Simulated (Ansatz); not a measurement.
`CCB(N)F` → `NBF` + `C=C` at 700 K and 1 bar (β-hydride elimination).

Isolated molecules relaxed with PBE0-D4/def2-TZVP in Ansatz; ΔE leaves out vibrations. CBS: MP2 limit from def2 TZ/QZ plus the TZ coupled-cluster correction, frozen cores. This one scheme is used for every species. One conformer a species, not always the lowest.

```json
{"species": "`CCB(N)F`", "CCSD(T)/CBS energy (Eh)": "-259.73302", "H − E (kJ/mol)": "339.0", "S (J/(mol·K))": "446.6"}
{"species": "`NBF`", "CCSD(T)/CBS energy (Eh)": "-181.19761", "H − E (kJ/mol)": "153.7", "S (J/(mol·K))": "318.4"}
{"species": "`C=C`", "CCSD(T)/CBS energy (Eh)": "-78.48111", "H − E (kJ/mol)": "168.9", "S (J/(mol·K))": "268.4"}
```

H − E and S are ideal-gas, rigid-rotor, harmonic terms from PBE0-D4/def2-TZVP, for one conformer and one mirror image of each species. 1 Eh = 2625.50 kJ/mol, R = 8.31446 J/(mol·K).

Task: By hand: ΔE, ΔH, ΔS and ΔG.

Result: ΔE = (-181.19761) + (-78.48111) − (-259.73302) = 0.05430 Eh = 142.6 kJ/mol. Δ(H − E) = 153.7 + 168.9 − 339.0 = -16.4, so ΔH = 126.2 kJ/mol. ΔS = 318.4 + 268.4 − 446.6 = 140.2 J/(mol·K). ΔG = 126.2 − 700 × (140.2)/1000 = 28.1 kJ/mol.

Task: By hand: the equilibrium constant, and the temperature at which ΔG would vanish if ΔH and ΔS stayed fixed.

Result: log₁₀ K = −ΔG/(RT ln 10) = -2.1. ΔG = 0 at ΔH/ΔS = 900 K.

The number of gas molecules changes by +1, which sets the sign of ΔS. A doubt of 5 kJ/mol in ΔE shifts log₁₀ K by 0.4 here. Other conformers and mirror images would add mixing entropy, several J/(mol·K) or more a flexible species. Modes under 60 cm⁻¹, often nearly free rotors, make the harmonic entropy too high. These are equilibria of isolated gas molecules and say nothing of rates. Largest T1 diagnostic: 0.012 (customary marks: 0.02 for closed shells, 0.045 for open ones).
